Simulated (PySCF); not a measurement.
An unknown is described by computed data only.

Formula: C8H24N4Si.

| Item | Value |
| --- | --- |
| Triplet | lowest triplet excitation (Tamm–Dancoff): 6.02 eV [TDA wB97X-D/def2-SVPD] |
| NMR, other nuclei | isotropic shieldings of nuclei other than C and H, by class: 237 (4 N), 382 (1 Si) ppm [GIAO PBE0/pcSseg-1] |
| UV, first state | lowest singlet excitation: 6.04 eV (205 nm, f = 0.000) [TDDFT wB97X-D/def2-SVPD] |
| Dipole | 0.00 D by symmetry (numerical residue 0.01 D) [wB97X-D/def2-SVPD] |
| Rotational structure | rotational constants A, B, C: 0.668, 0.630, 0.628 GHz [PBE0-D3(BJ)/def2-SVP] |
| 13C NMR | chemical shifts (computed TMS as zero) by class: 38.4 (8 C) ppm [GIAO PBE0/pcSseg-1] |
| 1H NMR | chemical shifts (computed TMS as zero) by class: 2.40 (24 H) ppm [GIAO PBE0/pcSseg-1] |
| Polarisability | 154.7 au [wB97X-D/def2-SVPD] |

Electronic properties: PySCF, gas phase, density fitting. Levels stand in brackets. The structure is a single PBE0-D3(BJ)/def2-SVP conformer in the gas phase; no vibrational or solvent corrections. NMR classes are plain means over equivalent atoms (diastereotopic ones count apart unless rotation or inversion swaps them), as if these changed places fast.

Question: Propose a structure and show how it fits.

Answer: Numbering: `[CH3:1][N:2]([CH3:3])[Si:4]([N:5]([CH3:6])[CH3:7])([N:8]([CH3:9])[CH3:10])[N:11]([CH3:12])[CH3:13]`. Its formula, C8H24N4Si, gives 0 degrees of unsaturation, so no ring and no π bond. 8 carbons fall into 1 class: N-methyl carbon [C1/C3/C6/C7/C9/C10/C12/C13] (38.4 ppm, 8 C). All hydrogens form one class (2.40 ppm): methyl hydrogen. The other shieldings belong to: 237 ppm, silicon-bound nitrogen [N2/N5/N8/N11]; 382 ppm, four-coordinate silicon [Si4]. The vanishing dipole is forced by symmetry. The optimised geometry has point group S4 and is a prolate symmetric top (the spread among constants that symmetry makes equal is optimisation noise). Structure: tetrakis(dimethylamino)silane (`CN(C)[Si](N(C)C)(N(C)C)N(C)C`). The assignments are read from this structure; whether some other isomer fits the data as well wasn't checked.

Shape of the structure used: `[CH3:1][N:2]([CH3:3])[Si:4]([N:5]([CH3:6])[CH3:7])([N:8]([CH3:9])[CH3:10])[N:11]([CH3:12])[CH3:13]`: C1–N2–Si4–N5 79°, N2–Si4–N5–C6 163°, N2–Si4–N8–C9 -42°, N2–Si4–N11–C12 -79°.
